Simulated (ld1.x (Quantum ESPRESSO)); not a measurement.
Ranking RRKJ potentials for mercury

All share these settings but for the change named:

mercury, norm-conserving RRKJ (Kleinman–Bylander form), made with ld1.x (Quantum ESPRESSO) 7.5 (PBE, scalar-relativistic). Core [Kr] 4d10 4f14 5s2, reference 5p6 5d10 6s2 6p0. Waves: 5p (bound): rc 1.85 bohr; 5d (bound): rc 1.65 bohr; 6s (bound): rc 2.20 bohr. Local part: the s channel. Core correction: none.

Cutoff: the first of the cutoffs (Ry, on a coarse ladder) from which the occupation-weighted sum of valence levels, in a spherical-Bessel basis at the reference potential, stays within 10 and 1 mRy of its value at 400 Ry; the density cutoff is not measured.

The base gives 45 Ry.

Of 8 variants that were run, those that failed, showed a ghost or another fault, or gave nearly equal values are left out.

A variant can come out equal or close to the base.

Task: Rank these variants from softest to hardest (loose cutoff).
A. wave 5p (bound): rc 1.85 bohr becomes 5p (bound): rc 1.24 bohr
B. wave 5p (bound): rc 1.85 bohr becomes 5p (bound): rc 2.28 bohr
C. wave 5p (bound): rc 1.85 bohr becomes 5p (bound): rc 1.40 bohr

Result: B (45 Ry), C (70 Ry), A (100 Ry).
